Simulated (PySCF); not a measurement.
Bonds (- single, = double, # triple, : aromatic): C1=C2, C2-O3, O3-C4, C4=C5, C5-N6, N6-C7, C7-C8, C7=O9. C1 carries H10, H11; C2 carries H12; C4 carries H13; C5 carries H14; N6 carries H15; C8 carries H16, H17, H18. Stereochemistry as in C=CO/C=C/NC(C)=O. H11 is cis to O3; H10 is trans to O3.

Theory: NMR shieldings at PBE0/pcSseg-1/GIAO, geometry from GFN2-xTB, in PySCF (relativity neglected, one computed conformer, rapidly exchanging positions averaged, isolated molecule).

References, each an isolated molecule treated in the same way: ¹³C (σref 186.93), ¹H (σref 31.72) vs TMS; ¹⁷O (σref 336.08) against H2O; ¹⁵N (σref 267.73) vs NH3.

```tsv
atoms	nucleus	count	Hirshfeld charge	δ (ppm)
H12	¹H	1	0.05	6.40
H14	¹H	1	0.06	7.31
O3	¹⁷O	1	-0.08	169.2
C8	¹³C	1	-0.12	24.3
H10	¹H	1	0.05	?
C7	¹³C	1	0.18	?
C1	¹³C	1	-0.14	95.9
H13	¹H	1	0.04	6.40
C4	¹³C	1	-0.01	137.5
H15	¹H	1	0.14	5.51
H11	¹H	1	0.05	?
H16/H17/H18	¹H	3	0.05	?
N6	¹⁵N	1	-0.09	143.3
O9	¹⁷O	1	-0.28	443.0
C2	¹³C	1	0.03	?
C5	¹³C	1	-0.03	116.5
```

Estimate the values marked ?.

Answers


- C7: 165.5 ppm, amide carbonyl carbon; it is a carbonyl in resonance with an O or N lone pair, the region of acids, esters and amides
- C2: 157.6 ppm, alkene carbon bearing oxygen; an sp2 carbon further deshielded by the attached heteroatom
- H11: 4.79 ppm, hydrogen on a β carbon of an enol-ether or enamine type C=C; lone-pair donation from O or N shields it, upfield of ordinary alkene protons
- H10: 4.37 ppm, hydrogen on a β carbon of an enol-ether or enamine type C=C; lone-pair donation from O or N shields it, upfield of ordinary alkene protons
- H16/H17/H18: 1.93 ppm, hydrogen on a methyl carbon α to a carbonyl; α to C=O

Exchangeable OH/NH protons stand at their gas-phase positions; hydrogen bonding in a real sample shifts them, mostly to higher δ. Shifts are as computed. Against solution values, carbons near 30 ppm lie about +3 ppm off and those near 130 ppm about +5 ppm. Of 1211 compounds with measured shifts, 218 miss one by over three times the rms of a fit or turn the order of signals round; such compounds aren't used in these exercises. Hydrogen bonding in solution shields acid and N–H amide carbonyl oxygens by tens of ppm. Hydrogen bonding in solution deshields acid and N–H amide carbonyl carbons by as much as 10 ppm beyond these values. Unscaled 17O shifts of doubly bonded oxygen tend to come out too high, by tens of ppm or more. Experimental scales use liquid or dissolved standards, which lie at an offset from isolated NH3 (liquid NH3: subtract about 20 ppm) and H2O (liquid H2O: subtract about 36 ppm).
